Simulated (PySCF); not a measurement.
Dissociation curve of CuH, singlet.

- RKS-r2SCAN = restricted r2SCAN/def2-SVP in PySCF
- RKS-LDA (SVWN5)/6-31G* = restricted LDA (SVWN5)/6-31G*, spherical d (PySCF)
- RKS-B3LYP/6-31G* = PySCF with restricted B3LYP/6-31G*, spherical d

Energies are in kcal/mol, each relative to the lowest point of its own curve near equilibrium.

| R / Å | RKS-r2SCAN | RKS-LDA (SVWN5)/6-31G* | RKS-B3LYP/6-31G* |
|---|---|---|---|
| 1.19 | 17.3 | 13.3 | 14.6 |
| 1.27 | 7.2 | 4.5 | 5.4 |
| 1.34 | 2.4 | 0.9 | 1.3 |
| 1.38 | 1.0 | 0.0 | 0.2 |
| 1.45 | 0.0 | 0.1 | 0.0 |
| 1.49 | 0.2 | 1.0 | 0.6 |
| 1.53 | 0.8 | 2.2 | 1.7 |
| 1.57 | 1.7 | 3.8 | 3.1 |
| 1.62 | 3.3 | 6.1 | 5.3 |
| 1.73 | 7.9 | 12.2 | 11.1 |
| 1.83 | 13.0 | 18.5 | 17.1 |
| 1.98 | 21.2 | — | 26.6 |
| 2.25 | 35.9 | — | 43.6 |
| 2.44 | 45.5 | — | 54.7 |
| 2.70 | 56.9 | — | 68.1 |
| 2.96 | 66.3 | — | 79.3 |
| 3.28 | 75.5 | — | 90.2 |
| 3.67 | 83.8 | — | 100.0 |
| 4.00 | 88.9 | — | 105.8 |
| 4.44 | 93.6 | — | 111.2 |
| 5.16 | 98.0 | — | 116.4 |
| 5.90 | 100.1 | — | 119.2 |

At the longest distance, 5.90 Å, RKS-B3LYP/6-31G* lies highest above its minimum (119.2 kcal/mol) and RKS-r2SCAN lowest (100.1 kcal/mol).

Dashes: no converged value, or the column stops at the first point that the program doubted or that broke a chosen test of continuity, which isn't proof of a fault.

At the longest distance RKS-r2SCAN leaves fractional charges on the fragments, a sign of delocalisation error or of the restricted form. The restricted form behind RKS-r2SCAN, RKS-LDA (SVWN5)/6-31G*, RKS-B3LYP/6-31G* keeps the bonding electrons paired and can't separate into open-shell fragments.
